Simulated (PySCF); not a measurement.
A GIAO shielding run with PySCF (density fitting, non-relativistic, gas phase) on SMILES C(#N)C[Si@H](Cl)CC(Cl)(Cl)Cl, C4H5Cl4NSi:

```
$ OMP_NUM_THREADS=1 python probes_run.py task.json out

{"job": {"kind": "nmr", "xc": "PBE0", "basis": "pcSseg-1"}, "charge": 0, "multiplicity": 1}
N      2.558989     1.979224    -0.745916
C      2.367846     0.962374    -0.259249
C      2.097481    -0.309549     0.338400
Si     0.265922    -0.456320     0.905671
Cl     0.006741    -2.340805     1.560896
C     -0.773448    -0.163016    -0.683146
C     -2.173262     0.314096    -0.410177
Cl    -3.129286     0.392443    -1.918353
Cl    -3.010568    -0.781281     0.713381
Cl    -2.157638     1.939019     0.311161
H      2.768003    -0.443775     1.187710
H      2.331100    -1.086425    -0.393346
H     -0.030693     0.515497     1.949717
H     -0.285599     0.576246    -1.320861
H     -0.840001    -1.089739    -1.257800
```

Hardware: 1 thread of an Arm Neoverse N1, shared host. The job also computes population analyses, field gradients.

**Question.** How large is the calculation?

**Answer.** 118 electrons, 230 basis functions and 1307 auxiliary functions.

**Question.** How long does it take, and how much memory does it need?

**Answer.** 100 s of wall time, with 15 SCF cycles and 5 response iterations; peak memory 1.1 GiB. Times on a shared host scatter by some tens of per cent.
